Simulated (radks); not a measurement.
Results of a calculation; reference values are marked as such.
Neutral thulium inside a hard spherical wall (all orbitals vanish at R), configuration held at [Xe] 4f13 6s2 and not refilled when levels cross. Level of theory: scalar-relativistic Kohn-Sham, LDA (Slater exchange, Perdew-Wang correlation), spin-polarised, spherical densities, point nucleus; open shells are filled with parallel spins first (spin-orbit coupling, left out, can overturn this in heavy ions) (a radial shooting solver on a logarithmic mesh with Libxc functionals). Eigenvalues in eV for spin up, with the zero of energy where the potential of the charges vanishes at infinity; a dash marks a level that is unbound or too diffuse for the functional's potential to be trusted. A positive occupied level is held by the wall or, in an anion where self-interaction has pushed it up, behind a barrier. The pressure on the wall is -dE/dV.

R (bohr)	E (hartree)	kinetic (hartree)	e(5s)	e(5p)	e(6s)	e(4f)	e(6p, empty)	e(5d, empty)	pressure (GPa)
free	-13559.0334	14736.135	-53.747	-27.201	-4.045	-3.679	-	-	0
15	-13559.0334	14736.135	-53.746	-27.199	-4.044	-3.677	-1.160	-0.975	0.000106
10	-13559.0316	14736.152	-53.622	-27.077	-3.945	-3.557	-0.858	-0.831	0.0424
7	-13558.9990	14736.344	-52.653	-26.127	-2.969	-2.604	1.015	0.188	1.59
6	-13558.9425	14736.602	-51.700	-25.206	-1.716	-1.652	3.126	1.251	5.79
5	-13558.7851	14737.231	-49.996	-23.586	1.201	0.098	7.711	3.322	24.2
4	-13558.2799	14739.147	-46.575	-20.362	9.068	3.817	19.107	7.923	133
3	-13556.0836	14747.445	-37.446	-11.173	36.371	14.591	54.405	21.425	1200
2	-13540.3668	14800.932	1.655	33.966	172.51	58.141	209.63	82.978	23800
